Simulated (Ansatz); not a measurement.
`N[SiH2]S[Si](N)(F)F` + H₂ → `N[SiH2]S[SiH](N)F` + H–F  (hydrogenolysis of the Si–F bond)

Computed with Ansatz on PBE0-D4/def2-TZVP structures; ΔE is electronic, products minus reactants. CCSD(T)/CBS adds triple-zeta CCSD(T) − MP2 to the extrapolated MP2 energy (def2 sets, frozen cores). This one scheme is used for every species. DFT in def2-TZVPP. Each species was taken in one conformer, which may not be the lowest.

| level | ΔE (eV) |
| --- | --- |
| ωB97M-V | 1.44 |
| PBE0 | 1.34 |
| HF/def2-TZVPP | 1.47 |
| MP2/def2-TZVPP | 1.41 |

What does CCSD(T)/CBS give? (Best estimate.)

Computed: +1.40 eV. The listed levels differ from it by 0.04, -0.06, 0.07, 0.01 eV.

Largest T1 diagnostic among the species: 0.011.

In def2-TZVPP, CCSD(T) changes the Hartree–Fock value by −0.08 eV (the triples alone add −0.00 eV) and MP2 by −0.06 eV.
